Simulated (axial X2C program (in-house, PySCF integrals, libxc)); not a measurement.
**Working with the constants of LiK⁺**

A bond curve at the CCSD(T) level, with spin–orbit coupling, was computed with an in-house relativistic program for diatomic molecules (basis K dyall-cv3z [11s12p6d3f], Li dyall-cv3z [7s8p2d] (cores contracted in-house)) for the state Ω = 1/2 (⟨Sz⟩ = 0.50, ⟨Lz⟩ = 0.00 at HF). Its fit gives Re = 3.8773 Å, ωe = 153.3 cm⁻¹, ωexe = 0.951 cm⁻¹ and αe = 1.716e-03 cm⁻¹; the masses are 38.9637 and 7.0160 u. Two-component means X2C with spin–orbit coupling and atomic mean-field Coulomb and Gaunt terms.

Correlated methods: 9 electrons correlated (number of frozen shells: K 2 s, 1 p; Li 1 s), 213 virtual spin orbitals or spinors in MP2, 74 natural virtuals in coupled cluster.

Question: Find the reduced mass, Be and the force constant.

Answer: From the CCSD(T) values: μ = 5.9454 u. Be = 16.8576/(μ Re²) = 0.1886 cm⁻¹. k = 5.8918×10⁻⁷ μ ωe² = 0.0823 mdyn/Å.

Question: Estimate the centrifugal constant by the Kratzer relation.

Answer: D = 4Be³/ωe² = 1.14e-06 cm⁻¹.

Question: Estimate De from a Morse curve and compare with the computed well depth of 0.590 eV to K+ + Li.

Answer: De(Morse) = ωe²/(4ωexe) = 0.766 eV against 0.590 eV computed, a ratio of 1.30. The extrapolation overshoots: the well softens faster than a Morse curve, or the lowest atomic limit lies below the one to which the curve heads.

Question: A Morse curve ties αe to the other constants (Pekeris). How well does that hold?

Answer: αe(Morse) = 6Be²/ωe × (√(ωexe/Be) − 1) = 1.734e-03 cm⁻¹; the CCSD(T) curve gives 1.716e-03 cm⁻¹, a ratio of 1.01.

Question: Where do the fundamental and the first overtone lie?

Answer: ν(1←0) = ωe − 2ωexe = 151.4 cm⁻¹; ν(2←0) = 2ωe − 6ωexe = 300.9 cm⁻¹.

The state is a single determinant with fixed occupations, the lowest that a limited PBE0 search found. De is counted from the lowest determinant-based energies of the atoms at the same level, without counterpoise correction. CCSD and (T) use frozen natural virtuals with an MP2 correction for the truncation; (T) itself is uncorrected, so its De runs slightly low. The levels of this run spread widely (ωe from 113 to 153 cm⁻¹), so these constants depend on the method.
